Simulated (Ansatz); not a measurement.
Single points on trans-[IrF2(NH3)4]+ (IrN4F2H12⁺).

```yaml
crystal:
  periodic: [false, false, false]
  atoms:
    - {symbol: F, position_ang: [-0.378261, 0.188706, 1.947769]}
    - {symbol: F, position_ang: [0.378304, -0.188477, -1.947916]}
    - {symbol: Ir, position_ang: [-0.000046, -0.000176, -0.000055]}
    - {symbol: N, position_ang: [2.083629, -0.023062, 0.056566]}
    - {symbol: N, position_ang: [-2.083783, 0.023691, -0.057788]}
    - {symbol: N, position_ang: [0.005347, 2.079051, 0.146934]}
    - {symbol: N, position_ang: [-0.005028, -2.079723, -0.145587]}
    - {symbol: H, position_ang: [2.532457, 0.811826, 0.445387]}
    - {symbol: H, position_ang: [2.356400, -0.093968, -0.935920]}
    - {symbol: H, position_ang: [2.505457, -0.809957, 0.559462]}
    - {symbol: H, position_ang: [-2.532665, -0.811728, -0.445415]}
    - {symbol: H, position_ang: [-2.504344, 0.809689, -0.563219]}
    - {symbol: H, position_ang: [-2.358301, 0.096918, 0.934034]}
    - {symbol: H, position_ang: [0.881965, 2.545244, -0.105837]}
    - {symbol: H, position_ang: [-0.167846, 2.257345, 1.148245]}
    - {symbol: H, position_ang: [-0.718409, 2.563708, -0.392891]}
    - {symbol: H, position_ang: [-0.882350, -2.545480, 0.105566]}
    - {symbol: H, position_ang: [0.717198, -2.563812, 0.396823]}
    - {symbol: H, position_ang: [0.170276, -2.259786, -1.146148]}
basis:
  gaussian: {orbitals: def2-SVP, initial_orbitals: start.molden}
total_charge: 1
hamiltonian: {xc: pbe0, dispersion: d4}
scf: {omitted_lower_state_checks: [starts]}
output: {orbitals: {seedname: orbitals}}
```

The file start.molden holds the orbitals of an earlier run on this structure, at another level or in another basis.

```sh
$ ansatz run in.yaml --threads 4 --pin off --events-out ev --progress --plain --max-ram 4787MiB
```

Output, abridged:

```
Functional definition: PBE0
2037 factors; their error is unknown
mean field evaluation 1: about -14405.9712 eV, gradient 2.0e1 eV
mean field evaluation 2: about -14406.3635 eV, gradient 4.1e-1 eV
mean field evaluation 4: about -14406.4371 eV, gradient 7.5e-4 eV
mean field -14406.43706092 eV, -529.4267969551 hartree, gradient 1.6e-5 eV, S^2 0.000000; 0 other end points of the search recorded, 0 dependent functions left out
reference -14406.43710179 eV, -529.4267984570 hartree; 37, 37 occupied and 139, 139 virtual orbitals, 2037 factors
Total energy: -14406.81931956 eV, -529.4408447009 hartree
Checks for a lower state left out: starts
```

Hardware: 4 threads of Arm Neoverse V2 on a shared host. Wall time 3.8 s, peak host memory 0.61 GiB.

As the first input, with `gaussian: {orbitals: def2-TZVP, initial_orbitals: start.molden}`, `hamiltonian: {xc: pbe}`, `correlation: {method: rpa}` and without the key `output` (abridged; 16 s):

```
Functional definition: PBE
mean field -14421.77741818 eV, -529.9905446864 hartree, gradient 2.1e-6 eV, S^2 0.000000
6 core orbitals not correlated: weight in the atoms' cores, before any rotation towards them, 1.000 or more for the frozen orbitals, at most 0.000 for the correlated occupied ones
Total energy: -14420.72173571 eV, -529.9517490713 hartree
Checks for a lower state left out: starts
```

As the first input, with `gaussian: {orbitals: def2-TZVP, initial_orbitals: start.molden}`, `hamiltonian: {xc: r2scan, dispersion: d4}` (abridged; 7.5 s):

```
Functional definition: r2SCAN
mean field -14428.94989831 eV, -530.2541284693 hartree, gradient 1.7e-5 eV, S^2 0.000000
Total energy: -14429.06692899 eV, -530.2584292676 hartree
Checks for a lower state left out: starts
```

First input, but with `hamiltonian: {xc: pbe, dispersion: d4}` (abridged; 2.7 s):

```
Functional definition: PBE
mean field -14407.50041863 eV, -529.4658746303 hartree, gradient 1.9e-5 eV, S^2 0.000000
Total energy: -14407.94945391 eV, -529.4823763724 hartree
Checks for a lower state left out: starts
```

The first input with `gaussian: {orbitals: def2-TZVP, initial_orbitals: start.molden}`, `hamiltonian: {xc: {name: r2SCAN0}, dispersion: d4}` (abridged; 11 s):

```
Functional definition: r2SCAN0
mean field -14425.39255960 eV, -530.1233986830 hartree, gradient 2.4e-5 eV, S^2 0.000000
Total energy: -14425.52847935 eV, -530.1283936419 hartree
Checks for a lower state left out: starts
```

First input, but with `gaussian: {orbitals: def2-TZVP, initial_orbitals: start.molden}`, `hamiltonian: {xc: {name: r2SCANh}, dispersion: d4}` (abridged; 11 s):

```
Functional definition: r2SCANh
mean field -14427.49433398 eV, -530.2006374668 hartree, gradient 2.6e-5 eV, S^2 0.000000
Total energy: -14427.61792434 eV, -530.2051793288 hartree
Checks for a lower state left out: starts
```

First input, but with `gaussian: {orbitals: def2-TZVP, initial_orbitals: start.molden}`, `hamiltonian: {xc: hse06, dispersion: d4}` (abridged; 7 s):

```
Functional definition: HSE06
mean field -14419.99713851 eV, -529.9251206150 hartree, gradient 1.0e-5 eV, S^2 0.000000
Total energy: -14420.35378574 eV, -529.9382271593 hartree
Checks for a lower state left out: starts
```

Geometry: r2SCAN-D4/def2-SVP.

In the def2 sets Ir takes a core potential; there is no spin–orbit coupling. HSE06 is defined as in plane-wave codes, on full-range PBE exchange. Correlated methods freeze 6 core orbitals; core or outer-core shells of Ir are correlated, in sets that lack core-valence functions. Another isomer (singlet) lies 0.11 eV lower at PBE0-D4/def2-TZVP; other spin states weren't run for this one.
